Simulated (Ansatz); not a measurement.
`N#C[SiH](F)F` + Cl• → `N#C[Si](F)F`• + HCl at 600 K and 1 bar (hydrogen abstraction from the Si–H bond).

Calculated with Ansatz (gas phase, PBE0-D4/def2-TZVP geometries, no zero-point term in ΔE). CCSD(T)/CBS adds triple-zeta CCSD(T) − MP2 to the extrapolated MP2 energy (def2 sets, frozen cores). This one scheme is used for every species, atoms too. Open shells (•) are unrestricted, without spin–orbit coupling. Spin–orbit coupling would lower the free atoms: a little for Cl.

```json
{"species": "`N#C[SiH](F)F`", "CCSD(T)/CBS energy (Eh)": "-582.14390", "H − E (kJ/mol)": "107.3", "S (J/(mol·K))": "380.4"}
{"species": "Cl•", "CCSD(T)/CBS energy (Eh)": "-459.70966", "H − E (kJ/mol)": "12.5", "S (J/(mol·K))": "182.8"}
{"species": "`N#C[Si](F)F`•", "CCSD(T)/CBS energy (Eh)": "-581.47749", "H − E (kJ/mol)": "79.6", "S (J/(mol·K))": "379.7"}
{"species": "HCl", "CCSD(T)/CBS energy (Eh)": "-460.38127", "H − E (kJ/mol)": "35.4", "S (J/(mol·K))": "207.2"}
```

H − E and S are ideal-gas, rigid-rotor, harmonic terms from PBE0-D4/def2-TZVP, with the whole ground term of open shells counted as degenerate. 1 Eh = 2625.50 kJ/mol, R = 8.31446 J/(mol·K).

Task: By hand: ΔE, ΔH, ΔS and ΔG.

Result: ΔE = (-581.47749) + (-460.38127) − (-582.14390) − (-459.70966) = -0.00520 Eh = -13.7 kJ/mol. Δ(H − E) = 79.6 + 35.4 − 107.3 − 12.5 = -4.8, so ΔH = -18.5 kJ/mol. ΔS = 379.7 + 207.2 − 380.4 − 182.8 = 23.7 J/(mol·K). ΔG = -18.5 − 600 × (23.7)/1000 = -32.7 kJ/mol.

Task: By hand: the equilibrium constant, and the temperature at which ΔG would vanish if ΔH and ΔS stayed fixed.

Result: log₁₀ K = −ΔG/(RT ln 10) = 2.8. ΔH and −TΔS have one sign here, so there is no such temperature.

TΔS isn't small against ΔH here. A doubt of 5 kJ/mol in ΔE shifts log₁₀ K by 0.4 here. These are equilibria of isolated gas molecules and say nothing of rates. Largest T1 diagnostic: 0.016 (customary marks: 0.02 for closed shells, 0.045 for open ones).
